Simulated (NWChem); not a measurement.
C$_{5}$H$_{3}$Br; SMILES C(=C(C#C)Br)=C

Computed with NWChem. Pople sets run with spherical d functions. All runs use the structure optimised with PBE-D3(BJ)/def2-SVP. Level TPSS/6-31G*: single points from the atomic guess with DIIS by default; each run changes one setting, and all converged runs end within 0.3 mHa of each other. NWChem's automatic level shift, which a small gap switches on, acted in some of these runs.

Q: Which setting needs the most SCF iterations, or fails (DIIS on 3 Fock matrices; core-Hamiltonian guess; no DIIS, 40 % damping; no level shifting; defaults)?

A: no DIIS, 40 % damping, which doesn't converge.
```tsv
setting	SCF iterations
defaults	10
no level shifting	10
core-Hamiltonian guess	21
DIIS on 3 Fock matrices	20
no DIIS, 40 % damping	not converged in 200
```
